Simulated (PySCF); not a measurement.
**Pb²⁺ (lead, charge +2) across methods**

[Xe] 4f14 5d10 6s1 6d1, high-spin 3D determinant (an excited configuration). Computed with PySCF 2.14 in aug-cc-pVTZ-PP with ECP60MDF (6s5p4d2f, 55 functions), with scalar relativity through the core potential.

| method | E (hartree) | mean ε 5d β (eV) | mean ε 6s α (eV) | mean ε 6d α (eV) | Σ⟨r²⟩ (bohr²) | ⟨S²⟩ |
| --- | --- | --- | --- | --- | --- | --- |
| B97-3 | -191.4227 | -44.469 | -31.932 | -11.042 | 52.06 | 2.000 |
| wB97X | -191.4016 | -46.825 | -34.217 | -12.179 | 52.42 | 2.000 |
| r2SCAN | -191.4523 | -42.558 | -31.209 | -10.630 | 51.64 | 2.001 |
| UHF | -190.44907 | -50.263 | -34.247 | -11.822 | 53.95 | 2.001 |
| LDA | -191.0701 | -42.067 | -31.590 | -10.604 | 51.62 | 2.000 |
| BLYP | -191.3542 | -41.821 | -31.000 | -10.586 | 51.71 | 2.000 |
| M06-2X | -191.2604 | -46.599 | -33.149 | -11.438 | 52.16 | 2.000 |
| PBE0 | -191.3750 | -44.301 | -32.117 | -11.087 | 51.99 | 2.000 |

**Question.** Estimate the same row for PBE.

**Answer.** E (hartree) = -191.4012; mean ε 5d β (eV) = -41.948; mean ε 6s α (eV) = -31.119; mean ε 6d α (eV) = -10.715; Σ⟨r²⟩ (bohr²) = 51.67; ⟨S²⟩ = 2.000.

Energies and moments cover only the electrons outside the core potential. Spin-orbit coupling, absent here, splits the open shell strongly. The outer electron is Rydberg-like, and this basis confines it to a smaller radius and binds it less than a complete one would.
